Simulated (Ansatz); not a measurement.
NbOCl₂, SMILES [O]=[Nb]([Cl])[Cl] (connectivity only; charge and spin as stated), neutral, multiplicity 2. Atoms are numbered in the order given.

```xyz
4

Nb     0.0000     0.0000     0.2326
O      0.0000     0.0000     1.9232
Cl     0.0000     2.0922    -0.7603
Cl     0.0000    -2.0922    -0.7603
```
Charge 0, spin multiplicity 2.

Geometry optimised at B3LYP-D3(BJ)/def2-SVP. The spin state was assumed, not searched. The isomer is the one that the SMILES or the coordinates give; other isomers of the formula were not compared. The def2 effective core potentials stand for the cores of Nb; spin–orbit coupling is left out.

Two levels are set side by side: PBE-D3(BJ)/def2-SVP (Ansatz, a program for electronic structure) and B3LYP-D3(BJ)/def2-SVP (Ansatz). Each level has its own optimised geometry; the coordinates shown are those of the second. Differences are taken from unrounded values.

```csv
quantity,B3LYP-D3(BJ)
mean bond length (Å),2.107
bond Nb1–O2 (Å),1.691
bond Nb1–Cl3 (Å),2.316
bond Nb1–Cl4 (Å),2.316
```

Task: What does PBE-D3(BJ) give, and how far is it from B3LYP-D3(BJ)? (An estimate is asked for; the answer gives what the named calculation found.)

Result: 
```csv
quantity,PBE-D3(BJ),PBE-D3(BJ) minus B3LYP-D3(BJ)
mean bond length (Å),2.107,-0.001
bond Nb1–O2 (Å),1.700,0.009
bond Nb1–Cl3 (Å),2.310,-0.006
bond Nb1–Cl4 (Å),2.310,-0.006
```

On these quantities the two levels nearly agree.
